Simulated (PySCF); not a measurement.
# Computed records: AlH2O2

All values are calculated (PySCF 2.14.0). Calculation on a computer-drawn molecule: optimised geometry and harmonic frequencies of an isolated molecule of the commonest isotopes, restricted reference for singlets and unrestricted otherwise, frozen core in MP2.

### AlH2O2

Start structure:
```xyz
5
AlH2O2
O      0.2627    -1.3423    -2.6267
Al     0.9437    -1.3288    -1.1605
O      1.9302    -0.0703    -0.4417
H      0.8554    -2.4974    -0.0281
H      2.2359    -0.2469     0.4300
```

- charge: -1
- multiplicity: 1
- method: MP2
- basis: aug-cc-pV(D+d)Z
- rotational constants: 40.35, 6.108, 5.305 GHz
- total energy: -393.4249 hartree
- convergence status largest gradient component: 2.266e-05 hartree/bohr

Drawn bonds:
| atom | other atom | order |
| --- | --- | --- |
| 1 | 2 | 1 |
| 2 | 3 | 1 |
| 2 | 4 | 1 |
| 3 | 5 | 1 |

Optimised structure:
```xyz
5
AlH2O2
O      0.2343    -1.3574    -2.6726
Al     0.9425    -1.3307    -1.1605
O      1.9493    -0.0352    -0.4370
H      0.8708    -2.4826    -0.0106
H      2.2309    -0.2799     0.4537
```

Modes:
| frequency (cm⁻¹) | reduced mass (dalton) |
| --- | --- |
| 266.1 | 8.023 |
| 352.5 | 1.16 |
| 512.1 | 1.368 |
| 628.7 | 1.808 |
| 659.7 | 2.103 |
| 788.6 | 1.255 |
| 948.2 | 7.667 |
| 1742 | 1.041 |
| 3861 | 1.066 |
